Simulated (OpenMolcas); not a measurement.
**Pt2+: moving the ligands**

Pt2+ with its 8 nearest fluoride ions at 2.334 Å, on the Sr site of SrF2 (a = 5.796 Å, distance in the model lattice 2.510 Å). The rest of the host is ab initio model potentials to 7.6 Å and point charges beyond; the distance is set by hand and nothing relaxes. Ligand basis ANO-RCC-VDZP.
```
Pt    0.0000    0.0000    0.0000
F     1.3475    1.3475    1.3475
F     1.3475    1.3475   -1.3475
F     1.3475   -1.3475    1.3475
F     1.3475   -1.3475   -1.3475
F    -1.3475    1.3475    1.3475
F    -1.3475    1.3475   -1.3475
F    -1.3475   -1.3475    1.3475
F    -1.3475   -1.3475   -1.3475
```

```json
{"Program": "OpenMolcas 26.06", "Method": "SS-CASPT2, IPEA 0.25 Eh, imaginary shift 0.1 Eh (closed shells correlated: 5s 5p and the ligand valence shells)", "Basis": "ANO-RCC-VTZP [8s7p5d3f1g]", "Scalar Hamiltonian": "DKH2, point nucleus", "Active space": "8 electrons in 5 orbitals (5d)", "State averaging": "2S+1 = 3 even, 10 roots; 2S+1 = 1 even, 15 roots", "Spin-orbit coupling": "state interaction with AMFI integrals over the reference wave functions"}
```

Runs around this geometry, states (labels of O, the rotations of Oh). Energies in cm-1 above the lowest state or level, χT in cm3 K/mol; under a threefold ground state the first gap can be a small split of the lowest multiplet, not the spin-orbit step; 10Dq and B are least-squares fits to the states below 45000 cm-1, weighted by degeneracy, with a free offset, and given where the rms deviation is under 5 % of |10Dq| (or 100 cm-1) and under 700 cm-1; 10Dq is negative for this site.

| R (Å) | Ground state | First state of that spin | 10Dq | B (rms of fit) | First gap with spin-orbit (degeneracies) | χT at 300 K | First state of another spin |
| --- | --- | --- | --- | --- | --- | --- | --- |
| 2.24 | 3T1 | 3T2 10270 | -12153 | 545 (414) | 2220 (1, 3) | 0.618 | 1T2 8160 |
| 2.334 | 3T1 | 3T2 8170 | -9916 | 546 (374) | 1930 (1, 3) | 0.741 | 1T2 8230 |
| 2.51 | 3T1 | 3T2 5560 |  |  | 1490 (1, 3) | 1.010 | 1T2 8240 |

Taking the first state of the same spin as R^-n, n = -ln(5560 / 10270) / ln(2.51 / 2.24) = 5.4 between the shortest and longest distance.

Roots that are degenerate in the reference are averaged as groups; the widest CASPT2 spread within a group is 500 cm-1 (the 3-fold group of multiplicity 1 near 18300 cm-1 above the lowest state of its run, R = 2.51). Shifts and gaps below about the spread of the groups concerned are not significant. Over all roots computed the reference weight is 0.67 to 0.68 in R = 2.24, 0.67 to 0.68 in R = 2.334, 0.67 to 0.68 in R = 2.51; a low but even weight reflects the number of correlated electrons. Real 4d8 and 5d8 ions are as a rule square planar and diamagnetic. Ligand-to-metal charge-transfer states are missing. With no ligand orbital active B as a rule stays too high, so bands that hang on it stand too high and its fall with covalency is understated. With one d shell and no ligand orbital active, 10Dq can be off by a tenth or more. Free-ion shares, where given, are those of the reference states; single-state CASPT2 does not remix them (holds for R = 2.334; R = 2.51). An orbital triplet at a regular site is open to Jahn-Teller coupling, which can distort the site and quench the lowest spin-orbit gaps and is left out (holds for R = 2.51). These CASPT2 states fit no ligand-field parameters well, so their order and spin gaps are uncertain (holds for R = 2.51). No measured value stands beside these numbers; the geometry was set by hand and not optimised.
